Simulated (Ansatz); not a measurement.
Abridged output of a molecular run in Ansatz:

```
Functional definition: HF
2029 factors; integrals over basis functions are off by at most 1.1e-3 eV
mean field evaluation 1: about -45832.4938 eV, gradient 5.7e1 eV
mean field evaluation 2: about -45832.8991 eV, gradient 5.7e1 eV
mean field evaluation 4: about -45839.0648 eV, gradient 4.3e0 eV
mean field evaluation 8: about -45839.1458 eV, gradient 3.3e-1 eV
mean field -45839.14617377 eV, -1684.5575509966 hartree, gradient 3.7e-6 eV, S^2 0.000000; 0 other end points of the search recorded, 0 dependent functions left out
23 core orbitals not correlated: weight in the atoms' cores, before any rotation towards them, 1.000 or more for the frozen orbitals, at most 0.000 for the correlated occupied ones
reference -45839.14617377 eV, -1684.5575509966 hartree; 22, 22 occupied and 300, 300 virtual orbitals, 2029 factors
second order -34.59274430 eV of doubles, -0.00000000 eV of singles
cycle   1  -35.36614368 eV  change   -7.7e-1 eV  update   1.1e-1
cycle   2  -36.11151929 eV  change   -7.5e-1 eV  update   3.2e-2
cycle   3  -36.26487097 eV  change   -1.5e-1 eV  update   1.5e-2
cycle   4  -36.24913629 eV  change    1.6e-2 eV  update   3.4e-3
cycle   5  -36.24791069 eV  change    1.2e-3 eV  update   1.5e-3
cycle   6  -36.24849402 eV  change   -5.8e-4 eV  update   4.4e-4
cycle   7  -36.24820237 eV  change    2.9e-4 eV  update   1.6e-4
cycle   8  -36.24818614 eV  change    1.6e-5 eV  update   4.6e-5
perturbative correction -1.43841286 eV, -0.0528606975 hartree
Total energy: -45876.83277276 eV, -1685.9425079649 hartree
```

Its atoms:

Cartesian coordinates in Å:
```
N 1.268 -2.132 0.147
Si 1.697 -0.488 0.181
O 0.477 0.570 -0.200
Si -1.127 0.639 -0.160
N -1.615 2.236 -0.371
Cl -1.991 -0.479 -1.634
Cl -1.740 -0.216 1.614
H 0.720 -2.541 0.887
H 1.141 -2.624 -0.722
H 2.137 -0.152 1.554
H 2.747 -0.253 -0.833
H -1.141 2.979 0.115
H -2.573 2.461 -0.580
```

Question: Which basis set was used?
A. def2-SVP
B. def2-TZVPP
C. def2-TZVPPD
D. cc-pV(Q+d)Z

Answer: B. It gives 345 functions.

Question: Write the keys of the input that set method, charge and spin (a neutral closed shell needs none for the last two).

Answer: 
```yaml
correlation: {method: ccsd_t}
```
